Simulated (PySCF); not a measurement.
C₃H₆BNO₂, SMILES OB1CN=COC1. Heavy atoms are numbered as in [OH:1][B:2]1[CH2:3][N:4]=[CH:5][O:6][CH2:7]1. Hydrogens are named by the atom that carries them.

The structure is a stationary point at ωB97X-D3(BJ)/def2-SVP. This is a generated structure with no PubChem entry under its InChIKey; it may be hypothetical. The values are those of a single conformer.

These are PySCF with PBE/pcSseg-1 values and carry that method's errors.

GIAO shieldings, no solvent; atoms alike by connectivity are averaged. δ = σ(ref) − σ: ¹⁷O against H2O (σ = 334.3 ppm); ¹¹B against BF3 (σ = 83.9 ppm); ¹³C against TMS (σ = 182.0 ppm); ¹⁵N against NH3 (σ = 267.0 ppm); ¹H against TMS (σ = 31.49 ppm), references at their B3LYP-D3(BJ)/def2-TZVP geometries, non-relativistic.

Computed chemical shifts:
```
nucleus     atoms  count  δ (ppm)
-------  --------  -----  -------
¹⁷O       O1 (OH)      1    180.8
¹⁷O            O6      1    159.0
¹¹B            B2      1     42.4
¹³C       C5 (CH)      1    149.9
¹³C      C7 (CH2)      1     62.8
¹³C      C3 (CH2)      1     40.9
¹⁵N            N4      1    249.4
¹H        H on C5      1     6.87
¹H        H on O1      1     5.18
¹H        H on C7      2     4.04
¹H        H on C3      2     3.54
```
